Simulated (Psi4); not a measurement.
Computed with SAPT0/jun-cc-pVDZ, frozen core run with Psi4.

Psi4 input:

```
molecule {
0 1
C -0.02647072 0.00075230 -0.00000000
N 1.11934588 -0.02779252 0.00000000
H -1.09287516 0.02704022 -0.00000000
--
0 1
O 4.99608190 2.49932177 2.40880210
Si 3.69657432 2.34349591 1.42812911
O 3.82076082 3.52602052 0.30533308
O 2.23899632 2.53642806 2.14435415
O 3.73042921 0.81254546 0.85381231
H 5.23830883 1.73797998 2.94181529
H 4.70167888 3.74034429 -0.01159460
H 1.93669378 3.43626090 2.29038542
H 2.91206772 0.45937300 0.49607523
units angstrom
symmetry c1
no_reorient
no_com
}
set basis jun-cc-pvdz
set scf_type df
set freeze_core true
energy('sapt0')
```

Part of the output:

```
    SAPT Results
  --------------------------------------------------------------------------------------------------------
    Electrostatics                -12.51114802 [mEh]      -7.85086391 [kcal/mol]     -32.84801459 [kJ/mol]
      Elst10,r                    -12.51114802 [mEh]      -7.85086391 [kcal/mol]     -32.84801459 [kJ/mol]

    Exchange                       14.19924848 [mEh]       8.91016294 [kcal/mol]      37.28012174 [kJ/mol]
      Exch10                       14.19924848 [mEh]       8.91016294 [kcal/mol]      37.28012174 [kJ/mol]
      Exch10(S^2)                  14.06478134 [mEh]       8.82578354 [kcal/mol]      36.92707832 [kJ/mol]

    Induction                      -4.79123525 [mEh]      -3.00654551 [kcal/mol]     -12.57938643 [kJ/mol]
      Ind20,r                      -5.86954043 [mEh]      -3.68319222 [kcal/mol]     -15.41047626 [kJ/mol]
      Exch-Ind20,r                  2.99143554 [mEh]       1.87715414 [kcal/mol]       7.85401292 [kJ/mol]
      delta HF,r (2)               -1.91313037 [mEh]      -1.20050743 [kcal/mol]      -5.02292308 [kJ/mol]

    Dispersion                     -3.92781539 [mEh]      -2.46474137 [kcal/mol]     -10.31247788 [kJ/mol]
      Disp20                       -4.65063227 [mEh]      -2.91831581 [kcal/mol]     -12.21023334 [kJ/mol]
      Exch-Disp20                   0.72281688 [mEh]       0.45357444 [kcal/mol]       1.89775546 [kJ/mol]
      Disp20 (SS)                  -2.32531613 [mEh]      -1.45915790 [kcal/mol]      -6.10511667 [kJ/mol]
      Disp20 (OS)                  -2.32531613 [mEh]      -1.45915790 [kcal/mol]      -6.10511667 [kJ/mol]
      Exch-Disp20 (SS)              0.40985547 [mEh]       0.25718819 [kcal/mol]       1.07607539 [kJ/mol]
      Exch-Disp20 (OS)              0.31296141 [mEh]       0.19638625 [kcal/mol]       0.82168007 [kJ/mol]

  Total HF                         -3.10313480 [mEh]      -1.94724648 [kcal/mol]      -8.14727928 [kJ/mol]
  Total SAPT0                      -7.03095018 [mEh]      -4.41198785 [kcal/mol]     -18.45975716 [kJ/mol]
```
